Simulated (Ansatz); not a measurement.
`C[SiH2]O[SiH2]F` + `N[SiH](O)O` → `C[SiH2]N[SiH](O)O` + `O[SiH2]F`  (ligand exchange at the Si–O bond)

Calculated with Ansatz (gas phase, PBE0-D4/def2-TZVP geometries, no zero-point term in ΔE). CBS: MP2 limit from def2 TZ/QZ plus the TZ coupled-cluster correction, frozen cores. This one scheme is used for every species. DFT in def2-TZVPP. Each species was taken in one conformer, which may not be the lowest.

| level | ΔE (kJ/mol) |
| --- | --- |
| PBE-D4 | 47.1 |
| PBE | 48.4 |
| MP2/def2-TZVPP | 52.0 |
| SCS-MP2/def2-TZVPP | 55.0 |
| CCSD(T)/def2-TZVPP | 52.4 |
| HF/def2-QZVPP | 67.2 |
| SCS-MP2/def2-QZVPP | 55.7 |
| CCSD/CBS(def2) | 55.3 |

What does CCSD(T)/CBS give? (An estimate is asked.)

Computed: +53.2 kJ/mol. The listed levels differ from it by -6.1, -4.8, -1.2, 1.8, -0.8, 14.0, 2.5, 2.1 kJ/mol.

Largest T1 diagnostic among the species: 0.011.

In def2-TZVPP, CCSD(T) changes the Hartree–Fock value by −13.5 kJ/mol (the triples alone add −2.2 kJ/mol) and MP2 by −13.9 kJ/mol.
